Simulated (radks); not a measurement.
Valence configurations of F (all share [He]). Method: scalar-relativistic Kohn-Sham, PBE, spin-polarised, spherical densities, finite nucleus; open shells are filled with parallel spins first; Fermi nuclear charge, rms radius 2.8976 fm; computed with a radial shooting solver on a logarithmic mesh with Libxc functionals. Energies are relative to 2s2 2p5; eigenvalues in eV for spin up.

valence      E (eV)  moment (Bohr magnetons)    e(2p)    e(2s)
2s2 2p5       0.000                        1  -11.854  -30.672
2s1 2p6      18.702                        1  -12.396  -31.384
2s1.5 2p5.5   9.361                        1  -12.127  -31.030

NIST lists [He] 2s2 2p5 as the ground configuration; this level of theory agrees among the configurations tried. The energies are those of spherical high-spin densities, not of single terms.
